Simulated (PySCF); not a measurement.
Isomers of C3H12O2Si3, from PBE0-D3(BJ)/def2-SVP geometry optimisation, gas phase in PySCF. One conformer each, no zero-point energy, no frequencies.

Problem. Which is lower in electronic energy at this level?
A. `[CH2:1]=[C:2]([CH3:3])[SiH:4]([O:5][SiH3:6])[O:7][SiH3:8]` with C1–C2–Si4–O5 -9°, C2–Si4–O5–Si6 -93°, C2–Si4–O7–Si8 130°: A = 1143, B = 978.4, C = 591.0 MHz, dipole 0.67 D
B. `[CH3:1][SiH2:2][O:3][Si@@H:4]1[CH2:5][CH2:6][SiH2:7][O:8]1` with C1–Si2–O3–Si4 -19°, Si2–O3–Si4–C5 101°, O3–Si4–C5–C6 -88°, Si4–C5–C6–Si7 -34°, C5–C6–Si7–O8 27°, C6–Si7–O8–Si4 -8°: A = 1854, B = 861.4, C = 736.7 MHz, dipole 1.84 D

Solution. B. That is `C[SiH2]O[Si@@H]1CC[SiH2]O1`, 36.7 kcal/mol below the other.

```tsv
SMILES	mapped SMILES	E (Eh)	relative (kcal/mol)	relative (kJ/mol)	dipole (D)
C[SiH2]O[Si@@H]1CC[SiH2]O1	[CH3:1][SiH2:2][O:3][Si@@H:4]1[CH2:5][CH2:6][SiH2:7][O:8]1	-1139.52355	0.0	0.0	1.84
C=C(C)[SiH](O[SiH3])O[SiH3]	[CH2:1]=[C:2]([CH3:3])[SiH:4]([O:5][SiH3:6])[O:7][SiH3:8]	-1139.46506	36.7	153.6	0.67
```

As drawn, the higher has a C=C bond outside aromatic rings, which the lower lacks.
